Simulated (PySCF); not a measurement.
# Radial density of Cr+ (chromium, charge +1)

TPSS, [Ar] 3d5, high-spin 6S determinant. Calculation: PySCF 2.14, in cc-pVDZ-DK (6s5p3d1f, 43 functions); the spin-free X2C one-electron Hamiltonian (Gaussian nucleus).

| r (bohr) | 4πr²ρ (e/bohr) | 4πr²(ρα − ρβ) |
| --- | --- | --- |
| 0.000867 | 0.1251 | 0.0000 |
| 0.00146 | 0.3200 | 0.0000 |
| 0.00245 | 0.8051 | 0.0000 |
| 0.00413 | 1.971 | 0.0000 |
| 0.00694 | 4.608 | -0.0001 |
| 0.0117 | 9.925 | -0.0002 |
| 0.0196 | 18.52 | -0.0003 |
| 0.0330 | 27.12 | -0.0003 |
| 0.0556 | 27.51 | 0.0008 |
| 0.0935 | 21.87 | 0.0089 |
| 0.157 | 28.27 | 0.0736 |
| 0.264 | 27.50 | 0.4710 |
| 0.445 | 10.92 | 1.7977 |
| 0.748 | 13.43 | 3.3879 |
| 1.26 | 7.387 | 2.7819 |
| 2.12 | 1.305 | 0.9887 |
| 3.56 | 0.1501 | 0.1477 |
| 5.99 | 0.007814 | 0.0078 |

Densities and radii are taken from the X2C orbitals without a picture-change correction, which distorts them close to the nucleus.
